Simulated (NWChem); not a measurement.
## Basis-set convergence for H$_{2}$AlI

SMILES: [AlH2][I]
```xyz
4

Al     0.0000     0.0000     1.9186
H     -1.3942     0.0000     2.6555
H      1.3942     0.0000     2.6555
I      0.0000     0.0000    -0.5708
```
Charge 0, spin multiplicity 1.

All runs are NWChem calculations. The geometry was optimised at B3LYP/def2-SVP with def2 effective core potentials on I, a minimum by its harmonic frequencies.

Quantity: first vertical ionisation energy at the level G0W0@PBE.

Effective core potentials replace the inner electrons of I; spin-orbit coupling is left out. GW and range-separated runs recompute their integrals, the others keep them in memory, which bears on the times. The structure started from a generated list of species.

The cost column gives rough processor time relative to def2-SVP; each entry includes its own SCF.

```json
[
 {"basis": "def2-SVP", "functions": "54", "first vertical ionisation energy (eV)": "9.00", "relative cost": "1"},
 {"basis": "def2-SVPD", "functions": "75", "first vertical ionisation energy (eV)": "8.98", "relative cost": "under 3"},
 {"basis": "def2-TZVP", "functions": "99", "first vertical ionisation energy (eV)": "9.32", "relative cost": "4"},
 {"basis": "def2-TZVPP", "functions": "120", "first vertical ionisation energy (eV)": "9.35", "relative cost": "5"},
 {"basis": "def2-TZVPD", "functions": "120", "first vertical ionisation energy (eV)": "9.30", "relative cost": "6"},
 {"basis": "def2-QZVP", "functions": "212", "first vertical ionisation energy (eV)": "9.55", "relative cost": "30"}
]
```

Smallest basis within 0.05 eV of def2-QZVP, the largest set run: no smaller one. def2-QZVP isn't the basis-set limit itself, and a small set can land close by cancellation.
